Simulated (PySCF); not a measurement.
Bi(F)2(TeH) (BiF2HTe), SMILES [F][Bi]([F])[TeH].

The structure is a stationary point at B3LYP-D3(BJ)/def2-SVP. The def2 effective core potentials stand for the cores of Bi, Te; spin–orbit coupling is left out.

Method: IEF-PCM-ωB97X/def2-SVP (PySCF).

The values are the electrostatic part of the solvation free energy, E(continuum) − E(gas) at the gas-phase geometry, in a cavity of scaled van der Waals radii (PySCF's table); cavitation and dispersion terms are not included. A continuum can't describe solvent molecules that bind to the metal. In vacuum the orbital gap is 8.70 eV. The dipole moment in vacuum is 4.58 D.

Computed values in water (ε = 78.36), chlorobenzene (ε = 5.70), ethylethanoate (ε = 5.99):
```csv
solvent,ε,ΔG(elec) (kcal/mol),dipole (D),gap (eV)
water,78.36,-12.2,6.17,8.96
chlorobenzene,5.70,-9.0,5.71,8.88
ethylethanoate,5.99,-9.2,5.73,8.89
```
